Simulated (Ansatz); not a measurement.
Input for Ansatz (development build ahead of 0.2.0):

```yaml
crystal:
  periodic: [false, false, false]
  atoms:
    - { symbol: S, position_ang: [0.0, 0.0, 0.0] }
    - { symbol: Be, position_ang: [0.0, 0.0, 5.74] }
    - { symbol: O, position_ang: [0.0, 4.4896, -1.203] }
basis:
  gaussian: { orbitals: pcseg-2 }
magnetization:
  initial_magnetization: 2
hamiltonian:
  xc: { name: B3LYP }
```

The input is written out in the form of the current development build from the run's settings.

Results

```
Converged                       : yes
Total energy                    : -487.84774 hartree
Spin squared of the determinant : 2.000
Stability test                  : minimum among restricted orbitals
```

Caution: stretched shape with no unrestricted run beside it, a lower state can exist; charge can spread falsely over distant fragments; other spin multiplicities may lie lower.
